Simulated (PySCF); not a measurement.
ClTl, charge +1, doublet, at the geometry of the source list (a state made from the parent by changing its charge; the spin is typed, not shown lowest) (core potentials on Tl); BLYP/def2-SVP (PySCF).

The PySCF input:
```python
from pyscf import gto, scf, dft

mol = gto.Mole()
mol.atom = '''
    Tl   -0.793900   -0.701100   -0.745600
    Cl    0.793900    0.701100    0.745600
'''
mol.basis = 'def2-svp'
mol.ecp = {'Tl': 'def2-svp'}
mol.charge = 1
mol.spin = 1
mol.verbose = 4
mol.build()

mf = dft.UKS(mol)
mf.xc = 'blyp'
mf.init_guess = 'atom'
mf.kernel()
```

It wrote (shortened):

```
PySCF version 2.14.0

[INPUT] verbose = 4
[INPUT] num. atoms = 2
[INPUT] num. electrons = 37
[INPUT] charge = 1
[INPUT] spin (= nelec alpha-beta = 2S) = 1
[INPUT] symmetry False subgroup None
[INPUT] Mole.unit = angstrom
[INPUT] Symbol           X                Y                Z      unit          X                Y                Z       unit  Magmom
[...]
nuclear repulsion = 72.9251466741506
number of shells = 18
number of NR pGTOs = 97
number of NR cGTOs = 44
basis = def2-svp
ecp = {'Tl': 'def2-svp'}

******** <class 'pyscf.dft.uks.UKS'> ********
method = UKS
initial guess = atom
damping factor = 0
level_shift factor = 0
DIIS = <class 'pyscf.scf.diis.CDIIS'>
diis_start_cycle = 1
diis_space = 8
diis_damp = 0
SCF conv_tol = 1e-09
SCF conv_tol_grad = None
SCF max_cycles = 50
direct_scf = True
direct_scf_tol = 1e-13
number electrons alpha = 19  beta = 18
XC library pyscf.dft.libxc version 7.1.2
    S. Lehtola, C. Steigemann, M. J. T. Oliveira, and M. A. L. Marques,  SoftwareX 7, 1–5 (2018)
XC functionals = blyp
    A. D. Becke,  Phys. Rev. A 38, 3098 (1988)
    C. Lee, W. Yang, and R. G. Parr,  Phys. Rev. B 37, 785 (1988)
    B. Miehlich, A. Savin, H. Stoll, and H. Preuss,  Chem. Phys. Lett. 157, 200 (1989)
radial grids:
    Treutler-Ahlrichs [JCP 102, 346 (1995); DOI:10.1063/1.469408] (M4) radial grids

becke partition: Becke, JCP 88, 2547 (1988); DOI:10.1063/1.454033
pruning grids: <function nwchem_prune>
grids dens level: 3
symmetrized grids: False
atomic radii adjust function: <function treutler_atomic_radii_adjust>
small_rho_cutoff = 0
Set gradient conv threshold to 3.16228e-05
Spherically averaged atomic HF for {'Cl', 'Tl'}

******** <class 'pyscf.scf.atom_hf.AtomSphAverageRHF'> ********
method = AtomSphAverageRHF
initial guess = minao
damping factor = 0
level_shift factor = 0
DIIS = <class 'pyscf.scf.diis.CDIIS'>
diis_start_cycle = 1
diis_space = 8
diis_damp = 0
SCF conv_tol = 1e-09
SCF conv_tol_grad = None
SCF max_cycles = 50
direct_scf = True
direct_scf_tol = 1e-13
atom = Tl
Set gradient conv threshold to 3.16228e-05
Initial guess from minao.
init E= -149.341940293791
cycle= 1 E= -171.154219630832  delta_E= -21.8  |g|=    0  |ddm|= 11.7
cycle= 2 E= -171.397063153756  delta_E= -0.243  |g|=    0  |ddm|= 2.58
cycle= 3 E= -171.420712901227  delta_E= -0.0236  |g|=    0  |ddm|= 0.458
cycle= 4 E= -171.420850973959  delta_E= -0.000138  |g|=    0  |ddm|= 0.0734
cycle= 5 E= -171.420857488762  delta_E= -6.51e-06  |g|=    0  |ddm|= 0.0212
cycle= 6 E= -171.420857515644  delta_E= -2.69e-08  |g|=    0  |ddm|= 0.00138
cycle= 7 E= -171.420857515674  delta_E= -3e-11  |g|=    0  |ddm|= 3.81e-05
Extra cycle  E= -171.420857515674  delta_E= -1.99e-13  |g|=    0  |ddm|= 9.33e-07
Atomic HF for atom  Tl  converged. SCF energy = -171.420857515674

******** <class 'pyscf.scf.atom_hf.AtomSphAverageRHF'> ********
method = AtomSphAverageRHF
initial guess = minao
damping factor = 0
level_shift factor = 0
DIIS = <class 'pyscf.scf.diis.CDIIS'>
diis_start_cycle = 1
diis_space = 8
diis_damp = 0
SCF conv_tol = 1e-09
SCF conv_tol_grad = None
SCF max_cycles = 50
direct_scf = True
direct_scf_tol = 1e-13
atom = Cl
Set gradient conv threshold to 3.16228e-05
Initial guess from minao.
init E= -459.076232193589
cycle= 1 E= -459.117036390558  delta_E= -0.0408  |g|=    0  |ddm|= 0.0448
cycle= 2 E= -459.117046106835  delta_E= -9.72e-06  |g|=    0  |ddm|= 0.0126
cycle= 3 E= -459.117046525591  delta_E= -4.19e-07  |g|=    0  |ddm|= 0.00136
cycle= 4 E= -459.117046534463  delta_E= -8.87e-09  |g|=    0  |ddm|= 0.000457
cycle= 5 E= -459.117046534584  delta_E= -1.21e-10  |g|=    0  |ddm|= 5.89e-05
Extra cycle  E= -459.117046534584  delta_E=    0  |g|=    0  |ddm|= 2.11e-07
Atomic HF for atom  Cl  converged. SCF energy = -459.117046534584

tot grids = 41808
init E= -632.552831249899

cycle= 1 E= -632.237011205761  delta_E= 0.316  |g|= 0.198  |ddm|= 1.09

cycle= 2 E= -631.894596121487  delta_E= 0.342  |g|= 0.686  |ddm|= 1.69

cycle= 3 E= -632.238895828146  delta_E= -0.344  |g|= 0.176  |ddm|=  0.7
cycle= 4 E= -632.271731959175  delta_E= -0.0328  |g|= 0.0766  |ddm|= 1.26
cycle= 5 E= -632.275388575115  delta_E= -0.00366  |g|= 0.047  |ddm|= 0.0822
cycle= 6 E= -632.276376431401  delta_E= -0.000988  |g|= 0.0334  |ddm|= 0.0448
cycle= 7 E= -632.27743640816  delta_E= -0.00106  |g|= 0.00524  |ddm|= 0.0649
cycle= 8 E= -632.277467529611  delta_E= -3.11e-05  |g|= 0.000878  |ddm|= 0.016
cycle= 9 E= -632.277468188735  delta_E= -6.59e-07  |g|= 0.000328  |ddm|= 0.00253
cycle= 10 E= -632.277468286141  delta_E= -9.74e-08  |g|= 5.91e-05  |ddm|= 0.000727
cycle= 11 E= -632.277468287974  delta_E= -1.83e-09  |g|= 2.84e-05  |ddm|= 0.000156
cycle= 12 E= -632.277468288783  delta_E= -8.09e-10  |g|= 1.29e-06  |ddm|= 6.45e-05
Extra cycle  E= -632.277468288786  delta_E= -3.75e-12  |g|= 1.2e-06  |ddm|= 1.41e-05
converged SCF energy = -632.277468288786  <S^2> = 0.75217776  2S+1 = 2.0021766
```
